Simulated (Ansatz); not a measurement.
`FC(F)(Cl)C(Cl)(Cl)Cl` at its PBE0-D4/def2-TZVP geometry, where that method's forces vanish. Charge 0, multiplicity 1.

```xyz
8

F    -0.4931    1.6442   -0.4596
C     0.0294    0.7240    0.3467
F     1.2904    1.0648    0.5990
Cl   -0.8740    0.6974    1.8541
C     0.0090   -0.6622   -0.3775
Cl    0.9441   -0.4996   -1.8641
Cl    0.7438   -1.8731    0.6611
Cl   -1.6497   -1.0955   -0.7597
```

(1) What forces (eV/Å) does r2SCAN-D4/def2-TZVPP give on these atoms in Ansatz 0.2.0? (Best estimate.)

Answers

(1) The calculation gave: 
```
F1  -0.140  0.243 -0.242
C2  -0.062 -0.157  0.018
F3   0.358  0.081  0.053
Cl4 -0.156  0.001  0.263
C5  -0.013  0.010  0.027
Cl6  0.168  0.066 -0.247
Cl7  0.137 -0.192  0.191
Cl8 -0.292 -0.052 -0.064
```
